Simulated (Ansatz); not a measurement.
`O[SiH]1C=C1F` → 2 C• + F• + 3 H• + O• + Si•  (atomization)

Gas-phase electronic energies from Ansatz, PBE0-D4/def2-TZVP geometries. CBS: MP2 limit from def2 TZ/QZ plus the TZ coupled-cluster correction, frozen cores. This one scheme is used for every species, atoms too. DFT in def2-TZVPP. B3LYP here is the variant with VWN-RPA as its local correlation; programs differ in this. Open shells (•) are unrestricted, without spin–orbit coupling. Spin–orbit coupling would lower the free atoms: a little for C, F, O, Si. Each species was taken in one conformer, which may not be the lowest.

```json
{"level": "LDA (SPW92)", "ΔE (kJ/mol)": "3771.6", "difference from CCSD(T)/CBS": "563.9"}
{"level": "B3LYP-D4", "ΔE (kJ/mol)": "3191.2", "difference from CCSD(T)/CBS": "-16.5"}
{"level": "r2SCANh-D4", "ΔE (kJ/mol)": "3195.2", "difference from CCSD(T)/CBS": "-12.5"}
{"level": "PBE-QIDH", "ΔE (kJ/mol)": "3189.0", "difference from CCSD(T)/CBS": "-18.7"}
{"level": "BHLYP", "ΔE (kJ/mol)": "3036.8", "difference from CCSD(T)/CBS": "-170.9"}
{"level": "CAM-B3LYP", "ΔE (kJ/mol)": "3200.8", "difference from CCSD(T)/CBS": "-6.9"}
{"level": "HF/def2-SVP", "ΔE (kJ/mol)": "2209.9", "difference from CCSD(T)/CBS": "-997.8"}
{"level": "MP2/def2-SVP", "ΔE (kJ/mol)": "3076.4", "difference from CCSD(T)/CBS": "-131.3"}
{"level": "MP2/def2-QZVPP", "ΔE (kJ/mol)": "3279.7", "difference from CCSD(T)/CBS": "72.0"}
{"level": "CCSD/CBS(def2)", "ΔE (kJ/mol)": "3140.8", "difference from CCSD(T)/CBS": "-66.9"}
{"level": "CCSD(T)/CBS", "ΔE (kJ/mol)": "3207.7", "difference from CCSD(T)/CBS": "0"}
```

(1) What do rigid-rotor, harmonic-oscillator terms from PBE0-D4/def2-TZVP frequencies (298.15 K, 1 bar) make of the CCSD(T)/CBS value? (Estimate.)

Largest T1 diagnostic among the species: 0.013.

Results:

(1) Ansatz gave: ΔZPE = -122.5 kJ/mol, ΔH = +3117.8 kJ/mol, ΔS = 840 J/(mol·K), ΔG = +2867.4 kJ/mol. Open shells count their whole term as degenerate.

The D4 term adds +24.6 kJ/mol with B3LYP and +12.7 kJ/mol with PBE0; it sums over pairs of atoms, weighted by their polarisabilities, and B3LYP, whose exchange is more repulsive, gets the larger term. In def2-TZVPP, CCSD(T) changes the Hartree–Fock value by +883.1 kJ/mol (the triples alone add +66.9 kJ/mol) and MP2 by +995.4 kJ/mol; breaking electron pairs costs correlation energy, which Hartree–Fock lacks. At CCSD(T), def2-SVP lies −227.5 kJ/mol from the extrapolated value and def2-TZVPP −100.6 kJ/mol: correlation converges slowly with the basis, and small sets miss more of it in the bonded molecule than in its fragments.

For atomizations the MP2-based limit and the directly extrapolated one differ by several kJ/mol either way, and by 10 to 25 for some Ge, Se and Sn compounds, so smaller differences from it don't rank the levels.
